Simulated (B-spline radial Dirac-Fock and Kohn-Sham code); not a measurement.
The computed values come from an atomic code on a B-spline grid: Dirac-Fock energy differences between relaxed states, corrected for Breit and QED terms. Correlation and solid-state effects are left out.

**Question.** Identify the element and charge state from the binding energies below (tabulated ground configuration; the least bound level is included).

```
level  binding energy (eV)
   1s              17452.3
   2s               3922.5
   2p               3780.8
```

**Answer.** Rb³¹⁺: Z = 37 with 6 electrons, [He] 2s2 2p2. The hydrogen-like estimate √(E/Ry) = 35.8 for the K level lies 1.2 below Z; the outermost level, at 3780.8 eV, fixes the charge.

**Question.** An atom or ion in its tabulated ground configuration has these computed binding energies (the last is its least bound level). Which is it?

```
level  binding energy (eV)
    K              69136.3
   L1              13408.2
   L2              12859.3
   M1               4368.4
   M2               4129.9
   N1               1995.7
 N2,3               1830.8
```

**Answer.** Ta³⁸⁺: Z = 73 with 35 electrons, [Ar] 3d10 4s2 4p5. The hydrogen-like estimate √(E/Ry) = 71.3 for the K level lies 1.7 below Z (screening lowers it, relativity raises it); the outermost level, at 1830.8 eV, fixes the charge.

**Question.** An atom or ion in its tabulated ground configuration has these computed binding energies (the last is its least bound level). Which is it?

```
level  binding energy (eV)
   M1               4282.9
   M2               4010.6
   M3               3627.9
   N2               1510.5
   N4               1210.8
   N5               1190.2
 N6,7                958.0
```

**Answer.** Pt²⁸⁺: Z = 78 with 50 electrons, [Kr] 4d10 4f4.
